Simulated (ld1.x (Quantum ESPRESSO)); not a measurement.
**PW91 ultrasoft dataset for In, fully relativistic all-electron reference.**

The input file (ld1.x (Quantum ESPRESSO) 7.5):

```
&input
   title='In', zed=49., rel=2, dft='PW91', iswitch=3,
   config='[Kr] 4d10 5s1.5 5p0 5d-2', rel_dist='average',
   nld=5, rlderiv=2.15, eminld=-3.0, emaxld=5.0, deld=0.02
 /
 &inputp
   pseudotype=3, tm=.true., lloc=-1, rcloc=0.75,
   nlcc=.false.,
   file_pseudopw='In.UPF', file_wfcaegen='ae.wfc', file_wfcncgen='nc.wfc', file_beta='beta', file_chi='chi', file_wfcusgen='us.wfc'
 /
6
5S  1  0   1.50   0.00  1.40  1.85  0.0
5S  1  0   0.00  -0.05  1.40  1.85  0.0
5P  2  1   0.00   0.00  0.90  1.00  0.0
5P  2  1   0.00   2.40  0.90  1.00  0.0
5D  3  2  -2.00   0.15  1.75  1.95  0.0
5D  3  2  -2.00   1.40  1.75  1.95  0.0
 &test
   configts(1)='5s1.5 5p0'
 /
```

Command:

```bash
ld1.x < In.in > In.out
```

Output (shortened: banner, matrices, multipoles, cross overlaps and the repeated all-electron block are left out):

```
[... start of the log left out ...]
      Wfc-us  5P rcutus= 1.008  Estimated cut-off energy=   116.17 Ry

      Wfc   5P  rcut= 0.890  Using Troullier-Martins method
      Wfc-us  5P rcutus= 1.008  Estimated cut-off energy=   109.67 Ry

      Wfc   5D  rcut= 1.747  Using Troullier-Martins method
      Wfc-us  5D rcutus= 1.931  Estimated cut-off energy=    57.64 Ry

      Wfc   5D  rcut= 1.747  Using Troullier-Martins method
      Wfc-us  5D rcutus= 1.931  Estimated cut-off energy=    57.46 Ry

      Wfc   5D  rcut= 1.747  Using Troullier-Martins method
      Wfc-us  5D rcutus= 1.931  Estimated cut-off energy=    27.32 Ry

      Wfc   5D  rcut= 1.747  Using Troullier-Martins method
      Wfc-us  5D rcutus= 1.931  Estimated cut-off energy=    27.20 Ry

       Warning: n=1, l=0 expected 0 nodes, found 1
       Setting wfc to zero for this iteration
       (This warning will only be printed once per wavefunction)

       Zero norm: self consistency problem; state:  1 (l=  0, j=0.5)

     ------------------- End of pseudopotential generation -------------------

     Computing logarithmic derivative in   2.14781
       Zero norm: self consistency problem; state:  1 (l=  0, j=0.5)
       Zero norm: self consistency problem; state:  1 (l=  0, j=0.5)
       Zero norm: self consistency problem; state:  1 (l=  0, j=0.5)

 %%%%%%%%%%%%%%%%%%%%%%%%%%%%%%%%%%%%%%%%%%%%%%%%%%%%%%%%%%%%%%%%%%%%%%%%%%%%%%
     Error in routine run_pseudo (1):
     Errors in PS-KS equation
 %%%%%%%%%%%%%%%%%%%%%%%%%%%%%%%%%%%%%%%%%%%%%%%%%%%%%%%%%%%%%%%%%%%%%%%%%%%%%%

     stopping ...
```

The run stopped because the pseudo-atom solver did not find the valence states with the expected number of nodes, which is the usual sign of a ghost state.

The run took about 0.57 s on one core of a shared server CPU.
